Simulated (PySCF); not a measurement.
BaCl2. Atoms are numbered in the order given.

```xyz
3

Ba     0.0000     0.0000    -0.4592
Cl     0.0000     2.4571     0.7563
Cl     0.0000    -2.4571     0.7563
```
Charge 0, spin multiplicity 1.

Geometry: B3LYP-D3(BJ)/def2-TZVP. The isomer is the one that the SMILES or the coordinates give; other isomers of the formula were not compared. The def2 effective core potentials stand for the cores of Ba; spin–orbit coupling is left out.

Computed with r2SCAN/def2-TZVPD (PySCF).

Mulliken values depend strongly on the basis, most of all with diffuse functions as here. ESP charges are fitted to the potential on shells at 1.4 to 2.0 van der Waals radii. Atomic charges (e):

| atom | Mulliken | ESP fit |
|---|---|---|
| Ba1 | 1.58 | (withheld) |
| Cl2 | -0.79 | (withheld) |
| Cl3 | -0.79 | (withheld) |

**Question.** Complete the blanks. (An estimate is asked for; the answer gives what the named calculation found.)

**Answer.** 
- Ba1, ESP fit: 1.22
- Cl2, ESP fit: -0.61
- Cl3, ESP fit: -0.61
